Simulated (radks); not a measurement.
The numbers below are computed, except where a source is named.
Trend from N3+ to Bi3+: ionisation energy by Delta-SCF between NIST ground configurations, and size. Code: a radial shooting solver on a logarithmic mesh with Libxc functionals. Model: non-relativistic Kohn-Sham, LDA (Slater exchange, Perdew-Wang correlation), spin-polarised, spherical densities, point nucleus; open shells are filled with parallel spins first (spin-orbit coupling, left out, can overturn this in heavy ions).

| species | configuration | configuration of the ion | IE (eV) | NIST (eV) | kind | -e(HOMO) (eV) |
|---|---|---|---|---|---|---|
| N3+ | [He] 2s2 | [He] 2s1 | 76.158 | 77.474 | exp. | 67.751 (2s) |
| P3+ | [Ne] 3s2 | [Ne] 3s1 | 51.414 | 51.444 | exp. | 45.632 (3s) |
| As3+ | [Ar] 3d10 4s2 | [Ar] 3d10 4s1 | 49.895 | 50.2 | exp. | 44.174 (4s) |
| Sb3+ | [Kr] 4d10 5s2 | [Kr] 4d10 5s1 | 42.865 | 43.80 | exp. | 37.937 (5s) |
| Bi3+ | [Hg] | [Xe] 4f14 5d10 6s1 | 40.589 | 45.4 | exp. | 35.928 (6s) |

Reference values: NIST Atomic Spectra Database (exp. = measured, semi-emp. = semi-empirical, theory = theoretical value adopted there). Relativity is left out here, which matters for elements this heavy.
